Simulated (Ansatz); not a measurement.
Geometry optimisation, Ansatz 0.2.0, UKS PBE0/STO-3G.

input.yaml

```yaml
crystal:
  periodic: [false, false, false]
  atoms:
    - { symbol: Si, position_ang: [-0.554502, 0.351097, -0.053825] }
    - { symbol: F, position_ang: [2.401708, -0.087731, -0.031016] }
    - { symbol: O, position_ang: [-0.45733, 0.975412, 1.528403] }
    - { symbol: O, position_ang: [0.514351, 1.073167, -1.128072] }
    - { symbol: O, position_ang: [-2.149877, 0.546914, -0.594704] }
    - { symbol: H, position_ang: [2.057796, -0.974021, -0.048451] }
    - { symbol: "N", position_ang: [-0.197912, -1.414755, 0.053668] }
    - { symbol: H, position_ang: [0.540221, 1.038355, 1.708566] }
    - { symbol: H, position_ang: [1.416437, 0.676874, -0.820852] }
    - { symbol: H, position_ang: [-2.243978, 1.540633, -0.772487] }
    - { symbol: H, position_ang: [-0.668765, -1.811474, 0.899962] }
    - { symbol: H, position_ang: [-0.658049, -1.91447, -0.741292] }
magnetization:
  spin_polarized: true
basis:
  gaussian: { orbitals: STO-3G }
hamiltonian:
  xc: pbe0
relax:
  f_tol: 0.03
  max_steps: 50
```

Command:

```bash
$ ansatz run input.yaml --threads 1 --pin off --max-ram 2048MiB --backend cpu --events-out ev --progress --plain --runs-dir out
```

Q: Where does it end, and by what steps?

A: It converged. Limits of this set-up: minimal basis. After 13 steps the energy has fallen by 0.967 eV; F2 moved furthest, 1.16 Å.

```csv
step,energy less start (eV),largest force component (eV/Å),accepted
0,0.0000,2.169,yes
1,-0.2285,0.612,yes
2,-0.4348,1.270,yes
3,-0.6073,1.319,yes
4,-0.7194,1.329,yes
5,-0.7960,1.047,yes
6,-0.8703,0.340,yes
7,-0.9212,0.222,yes
8,-0.9454,0.343,yes
9,-0.9558,0.549,yes
10,-0.6686,3.335,no
11,-0.9654,0.200,yes
12,-0.9669,0.087,yes
13,-0.9673,0.015,yes
```

```xyz
12
Properties=species:S:1:pos:R:3
Si -0.416 0.491 0.111
F 2.112 -0.659 -0.996
O -0.865 0.981 1.673
O 0.916 1.307 -0.433
O -1.824 0.422 -0.832
H 1.297 -1.158 -0.551
N 0.036 -1.277 0.091
H -0.084 1.553 1.977
H 1.579 0.514 -0.767
H -2.161 1.376 -0.882
H 0.078 -1.703 1.044
H -0.666 -1.846 -0.434
```

Run time: 50 s on 1 thread of Intel(R) Xeon(R) Platinum 8488C (Sapphire Rapids), on a shared host, peak memory 0.22 GiB.
